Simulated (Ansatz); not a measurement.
Total energies of TaO₄H₃ (the lowest singlet isomer of a short search) from Ansatz at PBE0-D4/def2-TZVPD, gas phase (1 Eh = 27.2114 eV = 2625.5 kJ/mol). The reference geometry is relaxed at PBE-D4/def2-SVP.

```xyz
8

Ta   -0.042    0.016   -0.016
O    -1.653    1.021   -0.410
O    -1.616   -0.289   -1.108
O     1.520    0.914   -0.621
O     0.083   -0.430    1.828
H     0.297   -1.588   -0.698
H    -0.452   -0.905    2.486
H     1.863    1.262   -1.461
```

| state | geometry | energy (Eh) |
| --- | --- | --- |
| charge 0 singlet | reference | -359.62076 |
| charge -1 doublet | reference | -359.60756 |
| free Ta atom (quartet) | – | -56.82259 |
| free O atom (triplet) | – | -75.01925 |
| free H atom (doublet) | – | -0.50104 |

In the def2 sets Ta takes a core potential; there is no spin–orbit coupling. The structure holds one bond between oxygen atoms, so isomers without such links may lie far lower.

**Question.** Work out the vertical electron affinity, to the doublet.

**Answer.** E(charge 0 singlet) − E(charge -1 doublet) = -359.62076 − (-359.60756) = -0.01320 Eh = -0.36 eV; negative, so the extra electron isn't bound.

**Question.** What is the binding energy per atom against free atoms?

**Answer.** Atoms: 1 × (-56.82259) + 4 × (-75.01925) + 3 × (-0.50104) = -358.40271 Eh. Binding: -358.40271 − (-359.62076) = 1.21805 Eh = 33.14 eV, or 4.14 eV for each of 8 atoms (no zero-point energy, no counterpoise term).

At PBE0-D4/def2-TZVPD the highest occupied level of the charge -1 doublet lies above zero (up to 1.77 eV). By energy differences it is unbound by 0.36 eV (vertical, to the charge 0 singlet, at PBE0-D4/def2-TZVPD) and held by the finite basis. 

The structure comes from a short search, and lower isomers may exist.
